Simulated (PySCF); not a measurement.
These compounds are isomers of formula C10H10O.

A. `InChI=1S/C10H10O/c1-2-5-9(6-3-1)10-7-4-8-11-10/h1-2,4-5,7-8H,3,6H2`
B. SMILES C#Cc1cccc(OCC)c1
C. alpha-tetralone (SMILES O=C1CCCc2ccccc21)
D. SMILES C=C(C)c1ccc(C=O)cc1
E. `[C@H]1(C=C)OCc2ccccc21`

Spectrum 1. ¹³C{¹H} NMR (computed): δ 165.8 (C), 134.9 (CH), 131.5 (CH), 127.5 (C), 124.6 (CH), 118.1 (CH), 89.6 (C), 86.5 (CH), 65.2 (CH2), 17.6 (CH3).

Spectrum 2. ¹³C{¹H} NMR (computed): δ 161.0 (C), 147.1 (CH), 133.0 (CH), 132.9 (CH), 132.1 (C), 124.7 (CH), 118.6 (CH), 113.3 (CH), 26.7 (CH2), 26.2 (CH2).

Spectrum 3. ¹³C{¹H} NMR (computed): δ 152.1 (CH), 148.4 (C), 145.8 (C), 132.9 (CH), 132.7 (CH), 128.6 (CH), 125.8 (CH), 117.2 (CH2), 93.2 (CH), 78.3 (CH2).

Spectrum 4. ¹³C{¹H} NMR (computed): δ 200.9 (C), 149.8 (C), 139.4 (CH), 135.9 (CH), 135.6 (C), 133.6 (CH), 132.2 (CH), 43.2 (CH2), 34.5 (CH2), 28.0 (CH2).

Spectrum 5. ¹³C{¹H} NMR (computed): δ 195.3 (CH), 154.7 (C), 153.3 (C), 139.7 (C), 137.0 (CH), 131.4 (CH), 123.2 (CH2), 24.5 (CH3).

PySCF calculation with σ from GIAO-PBE0/pcSseg-1 and coordinates at the GFN2-xTB level; isolated molecule, averaged over atoms made equivalent by symmetry, fast rotation or ring inversion, a single conformation, non-relativistic Hamiltonian.

Scale: ¹³C (σ = 186.93 ppm) vs TMS (reference shieldings calculated alike). Shifts are as computed. Against solution values, carbons near 30 ppm lie about +3 ppm off and those near 130 ppm about +5 ppm. Of 1211 compounds with measured shifts, 218 miss one by over three times the rms of a fit or turn the order of signals round; such compounds aren't used in these exercises.

Question: Match each spectrum to its structure.

Answer: 1–B, 2–A, 3–E, 4–C, 5–D.

- Spectrum 1 (B): 10 ¹³C signals; δC 165.8 is an aromatic carbon bearing oxygen; δC 134.9 is an aromatic CH.
- Spectrum 2 (A): 10 ¹³C signals; δC 133.0 is an alkene CH; δC 132.9 is an alkene CH.
- Spectrum 3 (E): 10 ¹³C signals; δC 152.1 is an alkene CH; δC 132.9 is an aromatic CH.
- Spectrum 4 (C): 10 ¹³C signals; δC 200.9 is a ketone carbonyl carbon; δC 139.4 is an aromatic CH.
- Spectrum 5 (D): 8 ¹³C signals; δC 195.3 is an aldehyde carbonyl carbon; δC 153.3 is a fully substituted alkene carbon.
